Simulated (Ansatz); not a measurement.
Gas-phase electronic energies from Ansatz, PBE0-D4/def2-TZVP geometries. CBS: MP2 limit from def2 TZ/QZ plus the TZ coupled-cluster correction, frozen cores. Functionals use def2-TZVPP. B3LYP here is the variant with VWN-RPA as its local correlation; programs differ in this. For Ge, Na outer-core shells are correlated without core-valence functions, which leaves a few kJ/mol of doubt a bond. Scalar relativity is left out up to krypton. Each species was taken in one conformer, which may not be the lowest.

Reaction (redistribution): `[Cl][Ge][Cl]` + `[OH][Na]` → `[OH][Ge][Cl]` + `[Na][Cl]`

CCSD(T)/CBS gives -124.1 kJ/mol.

Problem. Another level gave -133.6 kJ/mol. Which?
A. BLYP/def2-TZVPP
B. PBE0-D4/def2-TZVPP
C. B3LYP-D4/def2-TZVPP
D. PBE-QIDH/def2-TZVPP

Solution. D. PBE-QIDH -133.6, PBE0-D4 -127.4, B3LYP-D4 -123.2, BLYP -117.8 kJ/mol.

Largest T1 diagnostic among the species: 0.014.

From PBE to PBE0 (25 % exact exchange), in def2-TZVPP and without D4, ΔE moves by −9.0 kJ/mol. Leaving LDA and LC-ωPBE aside and taking each functional with its dispersion term where it has one, the values, not all of them listed here, spread over 18.2 kJ/mol, from B97M-V to BLYP-D4.
